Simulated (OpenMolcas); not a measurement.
V4+ among 6 point charges of -1 e arranged as a tetragonal octahedron (D4h), 2.19 Å from the ion, with the axial distance 2.102 Å.

```
Program             : OpenMolcas 26.06
Method              : SS-CASPT2, IPEA 0.25 Eh, imaginary shift 0.1 Eh (closed shells correlated: 3s 3p)
Basis               : ANO-RCC-VDZP [5s4p2d1f]
Scalar Hamiltonian  : DKH2, point nucleus
Active space        : 1 electron in 5 orbitals (3d)
State averaging     : 2S+1 = 2 even, 5 roots
Spin-orbit coupling : RASSI with atomic mean-field integrals over the reference wave functions
```

(1) What is the spin-free ground state (labels of D4, the rotations of D4h)?

(2) Where is the first state of the same spin?

(3) What are the lowest two levels with spin-orbit coupling?

(4) What is χT at 300 K, and how does it compare with the textbook value?

Results:

(1) 2B2, 1-fold in its orbital part, 100 % from free-ion D terms; it has the highest spin that d1 allows.

(2) 2E at 376 cm-1 above the ground state. The two act as a nearly degenerate pair, with unquenched orbital momentum.

(3) A 2-fold level E3/2 with g = 0.01, 1.01, 1.01, then a 2-fold level E1/2 310 cm-1 above it. Their leading multiplicities are 2 (100 %) and 2 (100 %).

(4) The lowest level has 2S+1 = 2, for which the spin-only value is χT = S(S+1) / 2 = 0.375 cm3 K/mol (g = 2). The computed 0.384 at 300 K differs by +0.009, through orbital momentum, spin-orbit coupling and any other state in reach.

The ground term spreads over less than 5000 cm-1, several times less than with real ligands, so orbital moments are less quenched and χT lies further from the spin-only value than at real sites. Free-ion shares, where given, are those of the reference states; single-state CASPT2 does not remix them. This is an electrostatic model: the charges have no orbitals. No measured value stands beside these numbers.
